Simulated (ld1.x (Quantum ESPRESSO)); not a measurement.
## Before and after: RRKJ potential for molybdenum (Mo)

```
Element                 : Mo (Z = 42)
Generator               : ld1.x (Quantum ESPRESSO) 7.5
Type                    : norm-conserving RRKJ (Kleinman–Bylander form)
Functional              : LDA (PZ)
Relativity              : fully relativistic
Frozen core             : [Ar] 3d10
Valence charge          : 14
Reference configuration : 4s2 4p6 4d6 5s0 5p0
Partial waves           : 4s (bound): rc 1.75 bohr; 4p (bound): rc 1.60 bohr; 4d (bound): rc 2.05 bohr
Local potential         : the d channel
Core correction         : none
```

Open shells are filled in proportion to 2j + 1 (rel_dist='average').

Change: wave 4d (bound): rc 2.05 bohr becomes 4d (bound): rc 2.94 bohr.

Cutoffs: the cutoffs (Ry, on a coarse ladder) from which the occupation-weighted sum of valence levels, in a spherical-Bessel basis at the reference potential, stays within 10 and 1 mRy of its value at 400 Ry; they do not see the model core or the augmentation charge, which bear on the density cutoff. Errors are all-electron minus pseudo energies relative to the spin-unpolarised reference configuration.

How do hardness, ghosts and transferability respond?

The potential gets neither clearly harder nor softer (50 Ry and 80 Ry → 50 Ry and 80 Ry); a bound ghost appears in p, which as a rule spoils a file; the number of tests with a reliable result goes from 7 to 6; of the 6 tests that both files solve, the error grows in 6 and shrinks in 0 by more than 15 % and 0.3 meV (median size 190.3 → 549.6 meV). More of the atom is replaced by a form fitted at one configuration, so other configurations suffer. In the base the local d channel has no projectors, so it cannot carry the spin–orbit splitting, and the file is wrong for that shell. In the changed file the local d channel has no projectors, so it cannot carry the spin–orbit splitting, and the file is wrong for that shell.

| quantity | base | changed |
| --- | --- | --- |
| cutoff, loose | 50 Ry | 50 Ry |
| cutoff, tight | 80 Ry | 80 Ry |
| loose cutoff by channel (10 mRy a level) | s 30 Ry, p 40 Ry, d 30 Ry | s 30 Ry, p 40 Ry, d 21 Ry |
| bound ghosts | none | p1/2 |
| largest miss of a reference level, eV | 0.11 | 0.11 |
| tests with a reliable result | 7 of 7 | 6 of 7 |
| error for 4s2 4p6 4d5 5s1 5p0, meV [ΔE -0.82 eV] | +261 | +757 |
| error for 4s2 4p6 4d5 5s0 5p0, meV [ΔE 6.37 eV] | -0.7 | -15 |
| error for 4s2 4p6 4d4 5s0 5p0, meV [ΔE 22.07 eV] | -3.9 | -39 |
| error for 4s2 4p6 4d5.5 5s0.5 5p0, meV [ΔE -0.51 eV] | +119 | +342 |
| error for 4s2 4p5 4d5 5s1 5p0, meV [ΔE 43.32 eV] | +493 | +1369 |
| error for 4s2 4p6 4d4 5s2 5p0, meV [ΔE -0.68 eV] | +645 | +1903 |

 A true bound ghost makes a file unfit for plane-wave use even where its test errors are small: the radial tests pick states by their node count and pass the ghost by.
